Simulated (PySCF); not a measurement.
PySCF job for Si(F)3(SiH3) (F₃H₃Si₂), SMILES F[Si](F)(F)[SiH3], SMD-PBE0/6-31G*. Geometry: PBE0-D3(BJ)/def2-SVP.

```python
import numpy as np
from pyscf import gto, scf, dft
from pyscf.solvent import smd

mol = gto.M(
    atom='''
    F     1.29172324    0.74577676   -1.02569261
    Si   -0.00000000   -0.00000000   -0.42652983
    F    -1.29172324    0.74577676   -1.02569261
    F     0.00000000   -1.49155352   -1.02569261
    Si    0.00000000    0.00000000    1.89614147
    H     0.00000000    1.41291377    2.37304589
    H     1.22361921   -0.70645688    2.37304588
    H    -1.22361921   -0.70645688    2.37304588
    ''',
    basis='6-31G*',
    charge=0,
    spin=0,
    max_memory=1600,
    verbose=3,
)
mf = dft.RKS(mol, xc='pbe0').density_fit(auxbasis='def2-universal-jkfit')
mf.grids.level = 3
mf.conv_tol = 1e-9
mf.max_cycle = 100
mf.kernel()
res = {}
for name in ['water', 'N,N-dimethylformamide', 'acetonitrile']:
    s = mf.SMD()
    s.with_solvent.solvent, s.with_solvent.sasa_ng = name, 302
    s.kernel(mf.make_rdm1())
    res[name] = (s.e_tot, s.with_solvent.get_cds(), s.dip_moment(), s.mo_energy, s.converged)
    print(f'SMD {name}: dG(solv) = {(s.e_tot - mf.e_tot) * 627.509474:.3f} kcal/mol, of which CDS {res[name][1] * 627.509474:.3f}')
```

Program output:

```
converged SCF energy = -879.928009687084
converged SCF energy = -879.925654095072
Dipole moment(X, Y, Z, Debye):  0.00000, -0.00023,  2.57260
SMD water: dG(solv) = 1.478 kcal/mol, of which CDS 4.073
converged SCF energy = -879.93005035018
Dipole moment(X, Y, Z, Debye):  0.00000, -0.00023,  2.56424
SMD N,N-dimethylformamide: dG(solv) = -1.281 kcal/mol, of which CDS 1.259
converged SCF energy = -879.930605008345
Dipole moment(X, Y, Z, Debye): -0.00000, -0.00023,  2.56356
SMD acetonitrile: dG(solv) = -1.629 kcal/mol, of which CDS 0.906
```

The calculation finished and met its thresholds.

Cost: very roughly 40 core-seconds.
